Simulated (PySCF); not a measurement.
Bi(Et)(OH)2 (C2H7BiO2), SMILES [CH2]([Bi]([OH])[OH])C.

Geometry optimised at B3LYP-D3(BJ)/def2-SVP. The structure was generated by enumeration; whether it is a known compound was not checked. The def2 effective core potentials stand for the cores of Bi; spin–orbit coupling is left out. One conformer was computed; it need not be the lowest.

These are PySCF with CAM-B3LYP/def2-TZVP values and carry that method's errors.

Computed frontier levels, gap, dipole moment and polarisability:
The highest occupied level is -8.39 eV. The lowest empty level is -0.01 eV and the orbital gap is 8.38 eV. The dipole moment is 2.93 D, the quadrupole, principal values (traceless, Buckingham form, about the centre of nuclear charge) comes out as -8.97, -2.00, 10.97 D·Å and the mean static polarisability comes out as 76.1 bohr³ (11.27 Å³). The polarisability, principal values comes out as 68.4, 69.8, 89.9 bohr³.
